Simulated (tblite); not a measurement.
C5H4O2Si.
Atom-mapped SMILES: `[O:1]=[CH:2][C:3]#[C:4][C:5]#[C:6][SiH2:7][OH:8]` (hydrogens: H9 on C2; H10, H11 on Si7; H12 on O8)

Computed geometry: GFN2-xTB, gas phase.

Entries marked ? are missing.

```csv
coordinate,value
O1=C2,?
C2–C3,?
C3≡C4,1.216 Å
C4–C5,1.352 Å
C5≡C6,?
C6–Si7,?
Si7–O8,1.622 Å
C2–H9,1.111 Å
Si7–H10,1.453 Å
Si7–H11,1.464 Å
O8–H12,0.953 Å
O1–C2–C3,?
C2–C3–C4,179.7°
C3–C4–C5,?
C4–C5–C6,179.3°
C5–C6–Si7,179.1°
C6–Si7–O8,?
```

Fill in the missing values.

- O1=C2 = 1.205 Å, drawn double (aldehyde oxygen to aldehyde carbon); 0.19 Å below the sum of covalent radii, 1.39 Å.
- C2–C3 = 1.418 Å, drawn single (aldehyde carbon to alkyne carbon); equal to the sum of covalent radii, 1.42 Å.
- C5≡C6 = 1.215 Å, drawn triple (both ends alkyne carbon); 0.16 Å below the sum of covalent radii, 1.38 Å.
- C6–Si7 = 1.859 Å, drawn single (alkyne carbon to oxygen-bound silicon); 0.06 Å above the sum of covalent radii, 1.80 Å.
- O1–C2–C3 = 125.9°, at the aldehyde carbon; the outer atoms are 2.339 Å apart.
- C3–C4–C5 = 179.6°, at the alkyne carbon; the outer atoms are 2.567 Å apart.
- C6–Si7–O8 = 110.3°, at the oxygen-bound silicon; the outer atoms are 2.859 Å apart.

Radii are Cordero's, carbon taken as 0.76, 0.73 or 0.69 Å for four, three, and two or fewer neighbours.

Its GFN2-xTB frequencies are all real (lowest 21 cm⁻¹). The numbers are those of one conformer (C6–Si7–O8–H 56°). 2 starts were optimised and ended at 0.00 and 0.05 kcal/mol (GFN2-xTB); the lowest of these is shown.
